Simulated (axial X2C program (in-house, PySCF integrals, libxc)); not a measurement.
# Spin–orbit effects along a row: molecules with Ge (ions), PBE0

Computed with an axial X2C code built on PySCF integrals, spin-free (one-electron X2C) or two-component (2c: spin–orbit coupling with atomic mean-field Coulomb and Gaunt terms, which also bring small scalar terms), in Dyall basis sets with cores contracted in-house; open shells are unrestricted.

Basis sets: B dyall-v3z, C dyall-v3z, F dyall-av3z, Ge dyall-cv3z, N dyall-av3z, O dyall-av3z.

| molecule | spin-free state | Re (Å) | ωe (cm⁻¹) | De (eV) | 2c state | Re 2c (Å) | ωe 2c (cm⁻¹) | De 2c (eV) |
| --- | --- | --- | --- | --- | --- | --- | --- | --- |
| GeB⁺ | M_S = 1, Λ = 1 | 2.180 | 460.4 | 2.47 | Ω = 2 | 2.177 | 465.8 | n/a |
| GeC⁺ | M_S = 3/2, Λ = 0 | 1.907 | 697.3 | 3.34 | Ω = 3/2 | 1.907 | 696.7 | n/a |
| GeN⁺ | M_S = 1, Λ = 0 | 1.899 | 644.7 | 2.21 | Ω = 1 | 1.899 | 643.9 | n/a |
| GeO⁺ | M_S = 1/2, Λ = 1 | 1.768 | 745.1 | 3.62 | Ω = 3/2 | 1.768 | 744.6 | n/a |
| GeF⁺ | M_S = 0, Λ = 0 | 1.672 | 805.0 | 5.64 | Ω = 0 | 1.672 | 804.6 | n/a |

Fragments in 2c: Ge+ + B, Ge+ + C, Ge+ + N, Ge+ + O, Ge+ + F. Each entry is the lowest single determinant of a limited PBE0 search at one distance. De goes to single-determinant-based atoms at the same level (for ions the charge split of lowest energy) and is withheld (n/a) where an atom does not fit its ground term or J level. Main or longest-lived isotopes. One determinant is a doubtful description, or other states lie close, for GeB⁺, GeC⁺, GeN⁺, GeO⁺; these need not be ground states, and all values refer to the states named. Some open-shell Ω = 0 determinants are out of reach, so the Ω given for GeB⁺, GeN⁺ need not be the lowest component. With several unpaired electrons the Ω given is that of one determinant, not necessarily of the lowest component. The functionals have no current term, which raises determinants with orbital currents.
